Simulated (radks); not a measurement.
Values are calculated unless marked as measured or tabulated.
Problem. These are the eigenvalues of the occupied orbitals of an atom or ion with whole-number occupations (hartree). Level of theory: scalar-relativistic Kohn-Sham, PBEsol, spin-polarised, spherical densities, point nucleus (a radial shooting solver on a logarithmic mesh with Libxc functionals).

1s up: -2475.079
1s down: -2475.079
2s up: -425.3590
2s down: -425.3548
2p up: -372.7931
2p down: -372.7897
3s up: -97.53033
3s down: -97.52915
3p up: -81.89913
3p down: -81.89780
3d up: -63.66016
3d down: -63.65755
4s up: -19.97412
4s down: -19.97072
4p up: -14.84649
4p down: -14.84317
4d up: -8.28659
4d down: -8.28241
5s up: -2.82949
5s down: -2.78778
5p up: -1.60272
5p down: -1.54351
4f up: -1.03919
4f down: -1.02844
6s up: -0.33086
5d up: -0.28953
7s up: -0.05762

Which element is it, and in what charge state? The configuration may be excited. Open shells, if any, are filled with parallel spins first.

Solution. Z = 73, tantalum, charge 0: Ta in [Xe] 4f14 5d3 6s1 7s1. The list shows which subshells hold electrons but not how many an open one holds; the 1s level, -2475.1 hartree, gives Z - s = 70.4 by -(Z - s)^2/2, which with screening and relativity narrows Z to a few neighbours, and the depths of the outer levels then fix element, charge and occupations together.
